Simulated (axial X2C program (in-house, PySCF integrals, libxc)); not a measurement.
**Potential curves of TiN⁻, two-component**

Computed with an in-house all-electron X2C program for linear molecules (integrals from PySCF). Two-component (2c) means X2C with spin–orbit coupling and atomic mean-field two-electron Coulomb and Gaunt terms. Basis: Ti dyall-acv3z [11s11p7d4f2g], N dyall-av3z [7s7p3d2f] (cores contracted in-house); Gaussian nuclei, density fitting, unrestricted open shells. Masses: Ti 47.948 u, N 14.003 u.

State: Ω = 0 (closed shell). Energies in kJ/mol from the fragments at the same level (Ti- + N). Fits are polynomials in 1 − R0/R over 0.85 to 1.23 times the lowest point R0.

```tsv
R (Å)	TPSSh
1.3650	-421.55
1.4278	-506.85
1.4749	-547.16
1.5219	-570.88
1.5690	-580.99
1.6239	-578.81
1.6788	-564.79
1.7494	-533.85
1.8357	-482.64
1.9612	-394.07
```

Occupations by symmetry block were frozen at the best pattern of an incomplete PBE0 search. Closed shells are restricted here (equal orbitals for both partners); the stretched side of such a curve lies too high. Dissociation energies refer to the lowest single-determinant-based atoms at the same level and basis. Without a current term, density functionals place determinants with orbital angular momentum somewhat too high. The highest occupied level of some functionals is positive through self-interaction error; at Hartree–Fock it is bound.

Problem. What are Re, ωe and De at the TPSSh level?

Solution. At TPSSh, 2c: Re = 1.587 Å, ωe ≈ 1100 cm⁻¹, De = 6.03 eV to Ti- + N; Be follows as 0.617 cm⁻¹.
